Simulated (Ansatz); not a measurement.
Harmonic vibrations of GaH2Me (CH₅Ga) by finite differences.

```yaml
crystal:
  periodic: [false, false, false]
  atoms:
    - {symbol: Ga, position_ang: [0.526546, 0.921373, 0.005768]}
    - {symbol: H, position_ang: [2.100395, 0.934805, 0.024219]}
    - {symbol: H, position_ang: [-0.242694, 2.293379, -0.047904]}
    - {symbol: C, position_ang: [-0.454557, -0.782663, 0.019685]}
    - {symbol: H, position_ang: [-0.533782, -1.152806, -1.007847]}
    - {symbol: H, position_ang: [-1.467540, -0.669546, 0.408391]}
    - {symbol: H, position_ang: [0.071633, -1.544531, 0.597678]}
basis:
  gaussian: {orbitals: def2-TZVP}
hamiltonian: {xc: pbe0, dispersion: d4}
scf: {omitted_lower_state_checks: [starts]}
phonons: {temperatures: {t_min: 298.15, t_max: 900, t_step: 200}}
```

```sh
$ ansatz run in.yaml --threads 4 --pin off --events-out ev --progress --plain --max-ram 3916MiB
```

Shortened log:

```
Functional definition: PBE0
mean field -53488.10977507 eV, -1965.6517786907 hartree, gradient 3.1e-5 eV, S^2 0.000000; 0 other end points of the search recorded, 0 dependent functions left out
mean field -53488.10970214 eV, -1965.6517760109 hartree, gradient 1.7e-6 eV, S^2 0.000000; 0 other end points of the search recorded, 0 dependent functions left out
mean field -53488.10970586 eV, -1965.6517761475 hartree, gradient 1.7e-6 eV, S^2 0.000000; 0 other end points of the search recorded, 0 dependent functions left out
mean field -53488.10970885 eV, -1965.6517762574 hartree, gradient 1.8e-6 eV, S^2 0.000000; 0 other end points of the search recorded, 0 dependent functions left out
mean field -53488.10969771 eV, -1965.6517758480 hartree, gradient 1.7e-6 eV, S^2 0.000000; 0 other end points of the search recorded, 0 dependent functions left out
mean field -53488.10976100 eV, -1965.6517781739 hartree, gradient 1.7e-6 eV, S^2 0.000000; 0 other end points of the search recorded, 0 dependent functions left out
mean field -53488.10974703 eV, -1965.6517776603 hartree, gradient 1.7e-6 eV, S^2 0.000000; 0 other end points of the search recorded, 0 dependent functions left out
mean field -53488.10974881 eV, -1965.6517777260 hartree, gradient 1.4e-6 eV, S^2 0.000000; 0 other end points of the search recorded, 0 dependent functions left out
mean field -53488.10971421 eV, -1965.6517764543 hartree, gradient 1.9e-6 eV, S^2 0.000000; 0 other end points of the search recorded, 0 dependent functions left out
mean field -53488.10976952 eV, -1965.6517784868 hartree, gradient 1.9e-6 eV, S^2 0.000000; 0 other end points of the search recorded, 0 dependent functions left out
mean field -53488.10977152 eV, -1965.6517785605 hartree, gradient 1.7e-6 eV, S^2 0.000000; 0 other end points of the search recorded, 0 dependent functions left out
mean field -53488.10976886 eV, -1965.6517784628 hartree, gradient 2.1e-6 eV, S^2 0.000000; 0 other end points of the search recorded, 0 dependent functions left out
mean field -53488.10977734 eV, -1965.6517787744 hartree, gradient 1.7e-6 eV, S^2 0.000000; 0 other end points of the search recorded, 0 dependent functions left out
mean field -53488.10975532 eV, -1965.6517779649 hartree, gradient 1.6e-6 eV, S^2 0.000000; 0 other end points of the search recorded, 0 dependent functions left out
mean field -53488.10976710 eV, -1965.6517783981 hartree, gradient 2.7e-6 eV, S^2 0.000000; 0 other end points of the search recorded, 0 dependent functions left out
mean field -53488.10975670 eV, -1965.6517780157 hartree, gradient 1.3e-6 eV, S^2 0.000000; 0 other end points of the search recorded, 0 dependent functions left out
mean field -53488.10972498 eV, -1965.6517768500 hartree, gradient 2.8e-6 eV, S^2 0.000000; 0 other end points of the search recorded, 0 dependent functions left out
mean field -53488.10976792 eV, -1965.6517784281 hartree, gradient 1.6e-6 eV, S^2 0.000000; 0 other end points of the search recorded, 0 dependent functions left out
mean field -53488.10977823 eV, -1965.6517788071 hartree, gradient 2.1e-6 eV, S^2 0.000000; 0 other end points of the search recorded, 0 dependent functions left out
mean field -53488.10962891 eV, -1965.6517733197 hartree, gradient 1.7e-6 eV, S^2 0.000000; 0 other end points of the search recorded, 0 dependent functions left out
mean field -53488.10963147 eV, -1965.6517734137 hartree, gradient 1.7e-6 eV, S^2 0.000000; 0 other end points of the search recorded, 0 dependent functions left out
mean field -53488.10967111 eV, -1965.6517748704 hartree, gradient 1.7e-6 eV, S^2 0.000000; 0 other end points of the search recorded, 0 dependent functions left out
mean field -53488.10964757 eV, -1965.6517740055 hartree, gradient 1.8e-6 eV, S^2 0.000000; 0 other end points of the search recorded, 0 dependent functions left out
mean field -53488.10967704 eV, -1965.6517750885 hartree, gradient 1.7e-6 eV, S^2 0.000000; 0 other end points of the search recorded, 0 dependent functions left out
mean field -53488.10958237 eV, -1965.6517716091 hartree, gradient 1.7e-6 eV, S^2 0.000000; 0 other end points of the search recorded, 0 dependent functions left out
mean field -53488.10975971 eV, -1965.6517781266 hartree, gradient 2.7e-6 eV, S^2 0.000000; 0 other end points of the search recorded, 0 dependent functions left out
mean field -53488.10976598 eV, -1965.6517783567 hartree, gradient 8.6e-7 eV, S^2 0.000000; 0 other end points of the search recorded, 0 dependent functions left out
mean field -53488.10974033 eV, -1965.6517774141 hartree, gradient 7.3e-7 eV, S^2 0.000000; 0 other end points of the search recorded, 0 dependent functions left out
mean field -53488.10976821 eV, -1965.6517784388 hartree, gradient 1.1e-6 eV, S^2 0.000000; 0 other end points of the search recorded, 0 dependent functions left out
mean field -53488.10965623 eV, -1965.6517743234 hartree, gradient 1.6e-6 eV, S^2 0.000000; 0 other end points of the search recorded, 0 dependent functions left out
mean field -53488.10971059 eV, -1965.6517763213 hartree, gradient 1.7e-6 eV, S^2 0.000000; 0 other end points of the search recorded, 0 dependent functions left out
mean field -53488.10968203 eV, -1965.6517752719 hartree, gradient 1.7e-6 eV, S^2 0.000000; 0 other end points of the search recorded, 0 dependent functions left out
mean field -53488.10968429 eV, -1965.6517753546 hartree, gradient 1.7e-6 eV, S^2 0.000000; 0 other end points of the search recorded, 0 dependent functions left out
mean field -53488.10975325 eV, -1965.6517778891 hartree, gradient 9.5e-7 eV, S^2 0.000000; 0 other end points of the search recorded, 0 dependent functions left out
mean field -53488.10977241 eV, -1965.6517785931 hartree, gradient 9.8e-7 eV, S^2 0.000000; 0 other end points of the search recorded, 0 dependent functions left out
mean field -53488.10974148 eV, -1965.6517774566 hartree, gradient 1.1e-6 eV, S^2 0.000000; 0 other end points of the search recorded, 0 dependent functions left out
mean field -53488.10975895 eV, -1965.6517780985 hartree, gradient 1.2e-6 eV, S^2 0.000000; 0 other end points of the search recorded, 0 dependent functions left out
mean field -53488.10973715 eV, -1965.6517772974 hartree, gradient 1.0e-6 eV, S^2 0.000000; 0 other end points of the search recorded, 0 dependent functions left out
mean field -53488.10974510 eV, -1965.6517775895 hartree, gradient 1.2e-6 eV, S^2 0.000000; 0 other end points of the search recorded, 0 dependent functions left out
mean field -53488.10971076 eV, -1965.6517763275 hartree, gradient 1.5e-6 eV, S^2 0.000000; 0 other end points of the search recorded, 0 dependent functions left out
mean field -53488.10972812 eV, -1965.6517769655 hartree, gradient 1.7e-6 eV, S^2 0.000000; 0 other end points of the search recorded, 0 dependent functions left out
mean field -53488.10972733 eV, -1965.6517769365 hartree, gradient 1.1e-6 eV, S^2 0.000000; 0 other end points of the search recorded, 0 dependent functions left out
mean field -53488.10974528 eV, -1965.6517775960 hartree, gradient 1.2e-6 eV, S^2 0.000000; 0 other end points of the search recorded, 0 dependent functions left out
WARN: phonons: modes at or below zero, which the zero-point energy, F, S and C_V leave out: 1, the lowest at -36.47 cm⁻¹. A minimum has none, and a first-order saddle one
Total energy: -53488.18438635 eV, -1965.6545206047 hartree
Atom 0 at     0.526546     0.921373     0.005768 Å, force    -0.002298    -0.000582     0.002815 eV/Å
Atom 1 at     2.100395     0.934805     0.024219 Å, force     0.003401    -0.002023    -0.001740 eV/Å
Atom 2 at    -0.242694     2.293379    -0.047904 Å, force    -0.002025     0.002499    -0.001991 eV/Å
Atom 3 at    -0.454557    -0.782663     0.019685 Å, force     0.002757     0.010783     0.018894 eV/Å
Atom 4 at    -0.533782    -1.152806    -1.007847 Å, force    -0.000736    -0.004893    -0.011456 eV/Å
Atom 5 at    -1.467540    -0.669546     0.408391 Å, force    -0.000531    -0.002732    -0.003272 eV/Å
Atom 6 at     0.071633    -1.544531     0.597678 Å, force    -0.000568    -0.003053    -0.003250 eV/Å
Dipole moment:    -0.072621    -0.127095    -0.001141 e Å
Vibrations: -36.47 411.28 500.38 575.61 732.62 768.30 780.22 1222.95 1442.11 1449.59 1950.41 1955.15 3046.57 3123.75 3152.93 cm⁻¹, zero-point energy 1.308769 eV
Checks for a lower state left out: starts
```

It took 21 s on 4 threads of Intel Xeon on a shared host.
